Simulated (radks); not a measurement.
Values are calculated unless marked as measured or tabulated.
Question: All-electron atom: Te35+ in [Ne] 3s2 3p5 (the NIST ground configuration). Level of theory: non-relativistic Kohn-Sham, LDA (Slater exchange, Perdew-Wang correlation), spin-unpolarised, spherical densities, point nucleus; relativity is left out, which matters for an element this heavy (a radial shooting solver on a logarithmic mesh with Libxc functionals). Some entries of the table are withheld. Estimate them.

| orbital | occ. | eigenvalue (hartree) | <r> (bohr) |
|---|---|---|---|
| 1s | 2 | (1) | 0.02926 |
| 2s | 2 | (2) | (3) |
| 2p | 6 | (4) | 0.1061 |
| 3s | 2 | (5) | 0.3036 |
| 3p | 5 | (6) | 0.2896 |

Answer: 
(1) 1s eigenvalue (hartree): -1186.165
(2) 2s eigenvalue (hartree): -235.1172
(3) 2s <r> (bohr): 0.1246
(4) 2p eigenvalue (hartree): -225.6270
(5) 3s eigenvalue (hartree): -89.47657
(6) 3p eigenvalue (hartree): -85.95006
